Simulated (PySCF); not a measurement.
This PySCF input asks for the NMR shieldings of `C#C[C@@H](SBCC)B(Cl)Cl`, C₅H₈B₂Cl₂S; the geometry comes from GFN2-xTB.

```python
import basis_set_exchange as bse
import numpy as np
from pyscf import gto, dft
from pyscf.prop import nmr

atoms = """
C    -3.678721   -1.713231   -0.120560
C    -2.747253   -0.969337   -0.008712
C    -1.629624   -0.068314    0.106757
S    -0.722962   -0.028399   -1.563146
B     0.999135   -0.029526   -1.198256
C     1.617078   -0.067517    0.255071
C     3.147478   -0.040930    0.295267
B    -2.003640    1.461823    0.338664
Cl   -0.905302    2.505552    1.158436
Cl   -3.464411    2.110293   -0.275582
H    -4.493264   -2.368195   -0.203648
H    -0.910012   -0.469050    0.821046
H     1.664847   -0.020377   -2.159755
H     1.245472    0.773313    0.850018
H     1.281466   -0.970222    0.780211
H     3.523737    0.868271   -0.166630
H     3.560288   -0.890855   -0.242608
H     3.506927   -0.076982    1.321769
"""
names = dict.fromkeys(["C", "S", "B", "Cl", "H"], "pcSseg-1")
basis = {el: gto.basis.parse(bse.get_basis(n, elements=[el], fmt="nwchem")) for el, n in names.items()}
mol = gto.M(atom=atoms, basis=basis, charge=0, verbose=0)
mf = dft.RKS(mol, xc="PBE0")
mf.grids.level = 2
mf.grids.alignment = dft.numint.BLKSIZE   # the property module wants whole blocks of grid points
mf.conv_tol = 1e-9
mf.kernel()

calc = nmr.RKS(mf)   # GIAO
C = mf.mo_coeff
Co = C[:, mf.mo_occ > 0]
resp = mf.gen_response(singlet=True, hermi=2)
def vind(x):   # induced exchange potential for any number of trial vectors
    d = np.einsum("pi,xij,qj->xpq", C, 2 * x.reshape(-1, C.shape[1], Co.shape[1]), Co, optimize=True)
    return np.einsum("xpq,pi,qj->xij", resp(d - d.transpose(0, 2, 1)), C, Co, optimize=True).ravel()
mo1, _ = nmr.rhf.solve_mo1(calc, with_cphf=vind)
sigma = calc.kernel(mo1)
for i, s in enumerate(sigma):   # ppm
    print("%2d %-2s %9.2f" % (i, mol.atom_pure_symbol(i), np.trace(s) / 3))
```

Problem. What does it print?

Solution. 
```
 0 C     104.09
 1 C     102.73
 2 C     150.17
 3 S     305.80
 4 B      28.54
 5 C     166.13
 6 C     172.94
 7 B      45.82
 8 Cl    701.17
 9 Cl    684.82
10 H      29.73
11 H      27.47
12 H      24.63
13 H      29.66
14 H      30.36
15 H      30.41
16 H      30.39
17 H      30.48
```

These numbers come from an equivalent density-fitted implementation of the same equations, which agrees with the script to about 0.01 ppm for H and up to a few tenths of a ppm for heavy atoms, so last digits may differ.

Size and cost of the density-fitted run: 231 basis functions, 58 s wall time on 1 thread of an Arm Neoverse V1, shared host; peak memory 0.96 GiB.
